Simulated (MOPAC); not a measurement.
A run for MOPAC: PM6 on C2HNO2 (a complex).

```
PM6 1SCF PRECISE CHARGE=0 THREADS=1
C2HNO2

O     -1.16938969 1    -0.74682711 1    -0.35087163 1
C     -0.20303124 1    -0.12951649 1    -0.19348631 1
O      0.76828343 1     0.49074969 1    -0.04811055 1
C      0.60170557 1     0.43741125 1     3.08901584 1
N     -0.36523691 1    -0.17752207 1     3.11510102 1
H      1.50155223 1     1.00943705 1     3.05390375 1
```

Program output:

```
*******************************************************************************
 **                                                                           **
 **                              MOPAC v23.2.5                                **
 **                                                                           **
 *******************************************************************************
 ** MOPAC's Digital Object Identifier: https://doi.org/10.5281/zenodo.6511958 **
 **                                                                           **
 ** Please cite the open-source release paper for use of this MOPAC version:  **
 ** J. E. Moussa and J. J. P. Stewart (2026)                                  **
 ** MOPAC: An open-source semiempirical molecular orbital program             **
 ** J. Open Source Softw., 11(119), 8025, https://doi.org/10.21105/joss.08025 **
 *******************************************************************************

                              PM6 CALCULATION RESULTS

 *******************************************************************************
 *  PM6        - The PM6 Hamiltonian to be used
 *
 *
 *
 *                 CHARGE ON SYSTEM = 0
 *
 *
 *
 *  PRECISE    - TIGHTER CRITERIA TO BE USED
 *  1SCF       - DO 1 SCF AND THEN STOP
 *  THREADS=1  - MULTI-THREADING NOT USED
 *  T=         - A TIME OF 172800.0 SECONDS REQUESTED
 *  DUMP=N     - RESTART FILE WRITTEN EVERY 7200.0 SECONDS REQUESTED
 *******************************************************************************
PM6 1SCF PRECISE CHARGE=0 THREADS=1
 C2HNO2

   ATOM   CHEMICAL          X               Y               Z
  NUMBER   SYMBOL      (ANGSTROMS)     (ANGSTROMS)     (ANGSTROMS)

     1       O         -1.16938969  *  -0.74682711  *  -0.35087163  *
     2       C         -0.20303124  *  -0.12951649  *  -0.19348631  *
     3       O          0.76828343  *   0.49074969  *  -0.04811055  *
     4       C          0.60170557  *   0.43741125  *   3.08901584  *
     5       N         -0.36523691  *  -0.17752207  *   3.11510102  *
     6       H          1.50155223  *   1.00943705  *   3.05390375  *



          CARTESIAN COORDINATES

    NO.       ATOM           X           Y           Z

     1         O         -1.1694     -0.7468     -0.3509
     2         C         -0.2030     -0.1295     -0.1935
     3         O          0.7683      0.4907     -0.0481
     4         C          0.6017      0.4374      3.0890
     5         N         -0.3652     -0.1775      3.1151
     6         H          1.5016      1.0094      3.0539

 General Reference for PM6:
 "Optimization of Parameters for Semiempirical Methods V: Modification of NDDO Approximations
 and Application to 70 Elements", J. J. P. Stewart, J. Mol. Mod., 13, 1173-1213 (2007)
 URL: https://link.springer.com/article/10.1007/s00894-007-0233-4

           Empirical Formula: C2 H N O2  =     6 atoms



      MOLECULAR POINT GROUP   :   Cs


      RHF CALCULATION, NO. OF DOUBLY OCCUPIED LEVELS = 13


 -------------------------------------------------------------------------------
 PM6 1SCF PRECISE CHARGE=0 THREADS=1
 C2HNO2



     1SCF WAS SPECIFIED, SO BFGS WAS NOT USED
     SCF FIELD WAS ACHIEVED


                              PM6 CALCULATION
                                                       MOPAC v23.2.5 Linux




          FINAL HEAT OF FORMATION =        -51.75574 KCAL/MOL =    -216.54604 KJ/MOL


          COSMO AREA              =        110.38 SQUARE ANGSTROMS
          COSMO VOLUME            =         92.79 CUBIC ANGSTROMS

          IONIZATION POTENTIAL    =         13.043891 EV
          HOMO LUMO ENERGIES (EV) =        -13.044  0.339
          NO. OF FILLED LEVELS    =         13
          MOLECULAR WEIGHT        =         71.0354         POINT GROUP:  Cs

          MOLECULAR DIMENSIONS (Angstroms)

            Atom       Atom       Distance
            H     6    O     1     4.67021
            N     5    O     3     3.12395
            O     1    O     3     0.00024


          SCF CALCULATIONS        =          1





   ATOM   CHEMICAL          X               Y               Z
  NUMBER   SYMBOL      (ANGSTROMS)     (ANGSTROMS)     (ANGSTROMS)

     1       O         -1.16938969  *  -0.74682711  *  -0.35087163  *
     2       C         -0.20303124  *  -0.12951649  *  -0.19348631  *
     3       O          0.76828343  *   0.49074969  *  -0.04811055  *
     4       C          0.60170557  *   0.43741125  *   3.08901584  *
     5       N         -0.36523691  *  -0.17752207  *   3.11510102  *
     6       H          1.50155223  *   1.00943705  *   3.05390375  *

                             CARTESIAN COORDINATES

   1    O       -1.169389690    -0.746827110    -0.350871630
   2    C       -0.203031240    -0.129516490    -0.193486310
   3    O        0.768283430     0.490749690    -0.048110550
   4    C        0.601705570     0.437411250     3.089015840
   5    N       -0.365236910    -0.177522070     3.115101020
   6    H        1.501552230     1.009437050     3.053903750


           Empirical Formula: C2 H N O2  =     6 atoms



      MOLECULAR POINT GROUP   :   Cs


                  EIGENVALUES
 -35.82447 -33.95383 -32.17599 -21.48649 -20.62670 -18.24328 -18.23856 -16.40458
 -14.32146 -14.31077 -13.24225 -13.05240 -13.04389   0.33937   0.34174   0.88962
   0.90120   1.24696   3.94209   4.00537   5.35494


              NET ATOMIC CHARGES AND DIPOLE CONTRIBUTIONS

  ATOM NO.   TYPE          CHARGE      No. of ELECS.   s-Pop       p-Pop
    1          O          -0.299760        6.2998     1.84091     4.45885
    2          C           0.649202        3.3508     1.04893     2.30187
    3          O          -0.349458        6.3495     1.84109     4.50837
    4          C          -0.056316        4.0563     1.16721     2.88911
    5          N          -0.168910        5.1689     1.80328     3.36563
    6          H           0.225243        0.7748     0.77476
 DIPOLE           X         Y         Z       TOTAL
 POINT-CHG.     1.519     0.965    -0.076     1.802
 HYBRID         0.581     0.370     0.006     0.688
 SUM            2.100     1.335    -0.071     2.489


          ATOMIC ORBITAL ELECTRON POPULATIONS

     Atom    s        px        py        pz
    1  O   1.84091   1.34437   1.50585   1.60862
    2  C   1.04893   0.79137   0.76427   0.74623
    3  O   1.84109   1.35351   1.52158   1.63329
    4  C   1.16721   0.99620   0.95999   0.93292
    5  N   1.80328   1.18517   1.11344   1.06702
    6  H   0.77476

 **********************
 *                    *
 * JOB ENDED NORMALLY *
 *                    *
 **********************




 == MOPAC DONE ==
```

The run finished.

Cost: about 0.020 core-seconds (a rough figure).
